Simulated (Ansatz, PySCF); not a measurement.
This Ansatz (a quantum-chemistry and plane-wave program) input computes a CAM-B3LYP/def2-TZVPD energy:

Ansatz 0.2 input:
```yaml
crystal:
  periodic: [false, false, false]
  atoms:
    - {symbol: C, position_ang: [-1.52999959, 0.22163248, 0.02102270]}
    - {symbol: C, position_ang: [-0.67327963, -0.97806655, 0.27994281]}
    - {symbol: C, position_ang: [0.54688804, -0.01274770, 0.36309401]}
    - {symbol: C, position_ang: [-0.36909082, 1.15819031, -0.10322201]}
    - {symbol: N, position_ang: [1.63428166, -0.33107081, -0.54838567]}
    - {symbol: H, position_ang: [-2.59357930, 0.34687099, -0.12509569]}
    - {symbol: H, position_ang: [-0.58865251, -1.66898868, -0.56864647]}
    - {symbol: H, position_ang: [-0.88918391, -1.56953415, 1.17578593]}
    - {symbol: H, position_ang: [0.86478547, 0.12858318, 1.40342940]}
    - {symbol: H, position_ang: [-0.37314859, 2.05447819, 0.52577327]}
    - {symbol: H, position_ang: [-0.14195043, 1.46811021, -1.13132502]}
    - {symbol: H, position_ang: [2.10412626, -1.18300848, -0.26053526]}
    - {symbol: H, position_ang: [2.33052341, 0.40693318, -0.54571149]}
basis:
  gaussian:
    orbitals: def2-TZVPD
hamiltonian:
  xc: {name: CAM-B3LYP}
magnetization: {spin_polarized: true, initial_magnetization: 1}
output: {forces: true}
```

Q: Write an input for the same energy in PySCF and say what it gives.

A: 
```python
from pyscf import gto, scf, dft

mol = gto.M(
    atom='''
    C    -1.52999959    0.22163248    0.02102270
    C    -0.67327963   -0.97806655    0.27994281
    C     0.54688804   -0.01274770    0.36309401
    C    -0.36909082    1.15819031   -0.10322201
    N     1.63428166   -0.33107081   -0.54838567
    H    -2.59357930    0.34687099   -0.12509569
    H    -0.58865251   -1.66898868   -0.56864647
    H    -0.88918391   -1.56953415    1.17578593
    H     0.86478547    0.12858318    1.40342940
    H    -0.37314859    2.05447819    0.52577327
    H    -0.14195043    1.46811021   -1.13132502
    H     2.10412626   -1.18300848   -0.26053526
    H     2.33052341    0.40693318   -0.54571149
    ''',
    basis='def2-tzvpd',
    charge=0,
    spin=1,
    verbose=4,
)

mf = dft.UKS(mol, xc='camb3lyp').density_fit(auxbasis='def2-universal-jkfit')
mf.grids.level = 3
mf.conv_tol = 1e-9
mf.max_cycle = 100
mf.max_memory = 1500
mf.kernel()
if not mf.converged:
    mf = mf.newton()
    mf.kernel(mf.make_rdm1())
for _ in range(2):
    mo, _, stable, _ = mf.stability(return_status=True)
    if stable:
        break
    mf.kernel(mf.make_rdm1(mo, mf.mo_occ))
mf.analyze()
```
It gives -211.85682 Eh, and Ansatz -211.85672 Eh, a difference of 0.10 mEh, from the treatment of integrals and grids.

It need not be the lowest isomer of its formula.
